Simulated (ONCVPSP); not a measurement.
**Which change was made? (Ar, ONCV)**

| Property | Result |
| --- | --- |
| Element | Ar |
| Generator | ONCVPSP 4.0.1 |
| Type | optimised norm-conserving Vanderbilt (ONCV) |
| Functional | PBE |
| Relativity | scalar-relativistic |
| Frozen core | [Ne] |
| Valence charge | 8 |
| Reference configuration | 3s2 3p4 (charge +2) |
| Partial waves | 3s: rc 1.25 bohr, ncon 4, nbas 7, qcut 6.2 1/bohr, 2 projectors, debl 3.4 Ha; 3p: rc 1.00 bohr, ncon 4, nbas 9, qcut 9.9 1/bohr, 2 projectors, debl 1.7 Ha; d scattering state at 0.04 Ha: rc 1.25 bohr, ncon 5, nbas 9, qcut 7.5 1/bohr, 2 projectors, debl 2.5 Ha |
| Local potential | polynomial inside 0.75 bohr (lpopt 5, dvloc0 1 Ha) |
| Core correction | Teter function, fcfact 3.5, rcfact 1.3 |

In the d channel the program set the typed energies aside and used 0.050, 2.550 Ha.

Cutoffs, loose and tight: the cutoffs (Ha) at which the residual kinetic energy of the hardest occupied pseudo-wave falls to 1 and 0.1 mHa per electron. They do not see the model core or the augmentation charge, which bear on the density cutoff. Test errors are all-electron minus pseudo excitation energies from the reference, over the configurations 3s2 3p6; 3s2 3p5; 3s2 3p3; 3s2 3p5.5; variants that change the core or the reference have their own tests.

The base gives: outcome: generated, projector energies reset by the program; cutoff, loose: 40 Ha; cutoff, tight: 168 Ha; bound ghosts: p; GHOST(+) flags above zero: s; largest test error (meV): +8.7.

Question: After one change the result is: outcome: generated; cutoff, loose: 436 Ha; cutoff, tight: 571 Ha; bound ghosts: s, p; GHOST(+) flags above zero: s, p, d; largest test error (meV): +4.2. Which change was it?
A. all radii but the core radius scaled by about 0.77 (s 0.96, p 0.78, d 0.96 bohr); local potential polynomial inside 0.58 bohr (lpopt 5, dvloc0 1 Ha)
B. all radii but the core radius scaled by about 1.12 (s 1.40, p 1.12, d 1.40 bohr); local potential polynomial inside 0.84 bohr (lpopt 5, dvloc0 1 Ha)
C. all radii but the core radius scaled by about 1.28 (s 1.60, p 1.28, d 1.60 bohr); local potential polynomial inside 0.96 bohr (lpopt 5, dvloc0 1 Ha)
D. all radii but the core radius scaled by about 0.93 (s 1.16, p 0.92, d 1.16 bohr); local potential polynomial inside 0.70 bohr (lpopt 5, dvloc0 1 Ha)

Answer: A. The others give: all radii but the core radius scaled by about 1.12 (s 1.40, p 1.12, d 1.40 bohr); local potential polynomial inside 0.84 bohr (lpopt 5, dvloc0 1 Ha) → outcome: generated, projector energies reset by the program; cutoff, loose: 18 Ha; cutoff, tight: 49 Ha; bound ghosts: none; GHOST(+) flags above zero: s; largest test error (meV): +17 | all radii but the core radius scaled by about 0.93 (s 1.16, p 0.92, d 1.16 bohr); local potential polynomial inside 0.70 bohr (lpopt 5, dvloc0 1 Ha) → outcome: generated, projector energies reset by the program; cutoff, loose: 113 Ha; cutoff, tight: 314 Ha; bound ghosts: p; GHOST(+) flags above zero: s; largest test error (meV): +7.2 | all radii but the core radius scaled by about 1.28 (s 1.60, p 1.28, d 1.60 bohr); local potential polynomial inside 0.96 bohr (lpopt 5, dvloc0 1 Ha) → outcome: generated, projector energies reset by the program; cutoff, loose: 22 Ha; cutoff, tight: 30 Ha; bound ghosts: none; GHOST(+) flags above zero: s; largest test error (meV): +21.
